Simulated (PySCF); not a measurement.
Identify the unknown among the candidates.

All candidates are C5H8F3PSi.

- NMR, other nuclei: isotropic shieldings of nuclei other than C and H, by class: 250 (3 F), 428 (1 Si), 392 (1 P) ppm [GIAO PBE0/pcSseg-1]
- Rotational structure: rotational constants A, B, C: 1.182, 0.837, 0.548 GHz [GFN2-xTB]
- Dipole: 1.75 D [PBE0/pcSseg-1]
- 13C NMR: chemical shifts (computed TMS as zero) by class: 152.3 (1 C), 151.8 (1 C), 133.6 (1 C), 41.2 (1 C), 33.4 (1 C) ppm [GIAO PBE0/pcSseg-1]
- 1H NMR: chemical shifts (computed TMS as zero) by class: 4.34 (3 H), 3.47 (1 H), 2.88 (2 H), 2.87 (2 H) ppm [GIAO PBE0/pcSseg-1]

Gas-phase values; electronic properties from PySCF, density fitting. Levels stand in brackets. The structure is a single GFN2-xTB conformer in the gas phase; no vibrational or solvent corrections. Each NMR value is the plain mean over a class of atoms that symmetry, rotation or inversion makes alike.

**Question.** Which candidate is it?
A. `CC([SiH3])=C=PCC(F)(F)F`
B. `FC(F)(F)P1CCC=C1[SiH3]`
C. `FC(F)(F)C1=C([SiH3])CPC1`
D. `C#CCP(C[SiH3])C(F)(F)F`

**Answer.** C. It is `FC(F)(F)C1=C([SiH3])CPC1`. Numbering: `[F:1][C:2]([F:3])([F:4])[C:5]1=[C:6]([SiH3:7])[CH2:8][PH:9][CH2:10]1`. 5 carbons fall into 5 classes; from least to most shielded: fully substituted alkene carbon [C5] (152.3 ppm), fully substituted alkene carbon [C6] (151.8 ppm), CF3 carbon [C2] (133.6 ppm), ring sp3 carbon bound to phosphorus [C8] (41.2 ppm), ring sp3 carbon bound to phosphorus [C10] (33.4 ppm). Hydrogen classes from least to most shielded: 3 H on an SiH3 silicon, Si7 (4.34 ppm), 1 H on a phosphine phosphorus, P9 (3.47 ppm), 2 H on an sp3 carbon bound to phosphorus, C10 (2.88 ppm), 2 H on an sp3 carbon bound to phosphorus, C8 (2.87 ppm). The other shieldings belong to: 250 ppm, fluorine of a CF3 group [F1/F3/F4]; 428 ppm, SiH3 silicon [Si7]; 392 ppm, phosphine phosphorus [P9]. The optimised geometry has point group C1 and is an asymmetric top.

The others, at the same levels:
- `FC(F)(F)P1CCC=C1[SiH3]` fails: its computed 13C shifts are 171.0 (1 C), 143.6 (1 C), 135.9 (1 C), 43.8 (1 C), 26.0 (1 C) ppm, 1H shifts are 7.28 (1 H), 4.44 (3 H), 3.06 (2 H), 2.26 (2 H) ppm and rotational constant A is 1.260 GHz (against 1.182 GHz).
- `CC([SiH3])=C=PCC(F)(F)F` fails: its computed 13C shifts are 265.5 (1 C), 136.3 (1 C), 116.9 (1 C), 33.3 (1 C), 21.4 (1 C) ppm, 1H shifts are 4.37 (3 H), 2.51 (2 H), 2.06 (3 H) ppm and rotational constant A is 1.387 GHz (against 1.182 GHz).
- `C#CCP(C[SiH3])C(F)(F)F` fails: its computed 13C shifts are 141.9 (1 C), 82.6 (1 C), 78.3 (1 C), 21.3 (1 C), 4.6 (1 C) ppm, 1H shifts are 4.07 (3 H), 2.88 (2 H), 1.53 (1 H), 1.26 (2 H) ppm and rotational constant A is 1.120 GHz (against 1.182 GHz).

Each candidate is one conformer, not necessarily the lowest. The conformers computed, where there is a choice (atom-mapped SMILES and torsion angles):
- `[CH3:1][C:2]([SiH3:3])=[C:4]=[P:5][CH2:6][C:7]([F:8])([F:9])[F:10]`: C4–P5–C6–C7 -63°, P5–C6–C7–F8 75°
- `[CH:1]#[C:2][CH2:3][P:4]([CH2:5][SiH3:6])[C:7]([F:8])([F:9])[F:10]`: C2–C3–P4–C5 68°, C3–P4–C5–Si6 164°, C3–P4–C7–F8 176°

The conformers of `FC(F)(F)C1=C([SiH3])CPC1` and `FC(F)(F)P1CCC=C1[SiH3]` aren't listed.
